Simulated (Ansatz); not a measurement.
**Relative stability**

The two ends of one reaction step of BPNH7O2, singlet (PBE0-D4/def2-TZVP).

A:

B1  (0.533, -1.118, -0.092)
N2  (1.235, -2.333, 0.078)
O3  (0.466, -0.141, 0.887)
O4  (-0.109, -0.894, -1.276)
H5  (-0.202, 2.906, 0.079)
P6  (-1.319, 2.199, -0.427)
H7  (1.261, -3.018, -0.654)
H8  (1.736, -2.595, 0.906)
H9  (0.937, -0.361, 1.691)
H10  (-0.554, -0.037, -1.287)
H11  (-1.924, 2.023, 0.840)
H12  (-2.059, 3.368, -0.745)
(Å)

B:

```xyz
12
angstrom
B -0.3738 -0.3263 0.0293
N 1.2778 -0.1918 -0.1309
O -0.5132 -1.0102 1.2808
O -0.7489 -1.0709 -1.1324
H 1.6715 0.4206 0.5752
P -1.1806 1.5120 0.0185
H 1.5075 0.1660 -1.0520
H 1.6820 -1.1207 -0.0302
H -1.2331 -0.6673 1.8095
H -1.2142 -1.8654 -0.8649
H -0.1775 2.2180 0.7450
H -0.6976 1.9363 -1.2480
```

Computed with Ansatz 0.2.0 (basis: def2-TZVPP); correlated methods freeze the cores. B3LYP uses VWN-RPA correlation.

(1) Which structure is lower at CCSD(T), and by how much? (An estimate is asked for; the value comes from the calculation.)

The T1 diagnostic stays at or below 0.013.

Results:

(1) The calculation gives: A, by 76.6 kJ/mol (electronic energy, against the other). By their contacts, A is a complex of BNH₄O₂ ([NH2][B]([OH])[OH]) + PH₃ and B is BPNH₇O₂ ([NH3][B]([OH])([OH])[PH2]).

All methods give the same order:

| method | E(B) − E(A) (kJ/mol) |
| --- | --- |
| SPW92 | 51.9 |
| PBE-D4 | 67.2 |
| BLYP-D4 | 87.5 |
| r2SCAN-D4 | 75.1 |
| B97M-V | 80.4 |
| PBE0-D4 | 69.6 |
| B3LYP-D4 | 89.2 |
| r2SCAN0-D4 | 75.9 |
| BHLYP-D4 | 93.6 |
| CAM-B3LYP-D4 | 90.2 |
| wB97X-V | 77.5 |
| wB97M-V | 79.7 |
| B2PLYP | 89.5 |
| PBE-QIDH | 71.5 |
| RPA on PBE | 78.6 |
| HF | 123.3 |
| MP2 | 72.9 |
| CCSD | 83.4 |
| CCSD(T) | 76.6 |

Labels in which every atom is bracketed show which atoms are joined, not bond orders.

For scale, one of the runs: CCSD(T)/def2-TZVPP, 264 basis functions, launched by `ansatz run in.yaml --threads 8 --pin off --events-out ev --progress --plain --max-ram 19148MiB`. Hardware: 8 CPU threads of a Oxide Virtual Turin-like, shared host. Wall time 75 s; peak host memory 6.7 GiB.
